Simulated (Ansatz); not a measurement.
Molecule: Si6H14 (charge 0, singlet). 
Coordinates optimised at B3LYP-D3(BJ)/def2-TZVP (Ansatz, a first-principles code):
```xyz
20

Si    -3.0968     0.7860     0.3065
Si    -1.5263    -0.5294     1.4449
Si    -0.3702    -1.8592    -0.1011
Si     0.4537    -0.4525    -1.7870
Si     1.4958     1.3755    -0.7539
Si     3.0471     0.5904     0.8176
H     -3.8414     1.6725     1.2335
H     -2.4015     1.6244    -0.6994
H     -4.0661    -0.0864    -0.4006
H     -2.2017    -1.3598     2.4750
H     -0.5539     0.3597     2.1300
H      0.7642    -2.5561     0.5572
H     -1.2857    -2.8836    -0.6662
H     -0.6721     0.0043    -2.6413
H      1.4320    -1.1699    -2.6443
H      0.4621     2.1810    -0.0549
H      2.1697     2.2482    -1.7494
H      4.0777    -0.2334     0.1394
H      3.7194     1.7065     1.5262
H      2.3522    -0.2579     1.8155
```

Total electronic energies in hartree. Cores are frozen in the correlated levels unless marked. No spin-orbit coupling. No relativistic terms. CBS marks a two-point X^-3 extrapolation of the correlation energy; Hartree-Fock from the larger set. The bracket is a focal-point correction in the basis named.

```tsv
level	program	energy (Eh)
RI-HF/cc-pV(T+d)Z	Ansatz	-1741.82697
SVWN5/def2-TZVPD	Ansatz	-1738.35669
PBE/def2-TZVPD	Ansatz	-1744.48519
PBE-D4/def2-TZVPD	Ansatz + dftd4	-1744.50981
B97M-V/def2-TZVPD	Ansatz	-1744.97808
PBE0-D4/def2-TZVPD	Ansatz + dftd4	-1744.69570
BHLYP-D4/def2-TZVPD	Ansatz + dftd4	-1745.44102
wB97X-V/def2-TZVPD	Ansatz	-1745.14883
RI-MP2/cc-pV(T+d)Z	Ansatz	-1742.58995
SCS-MP2/6-31G	Ansatz	-1741.74042
CCSD/6-31G*	Ansatz	-1742.22229
CCSD/cc-pV(T+d)Z	Ansatz	-1742.71698
CCSD(T)/aug-cc-pV(T+d)Z	Ansatz	-1742.76896
CCSD(T)/cc-pwCVTZ	Ansatz	-1742.75866
RI-MP2/CBS(aug-cc-pV(T+d)Z,aug-cc-pV(Q+d)Z)+[CCSD(T)-MP2]/aug-cc-pV(T+d)Z	Ansatz	-1742.8673
```

Totals of different functionals don't rank their quality; only differences between species are comparable.
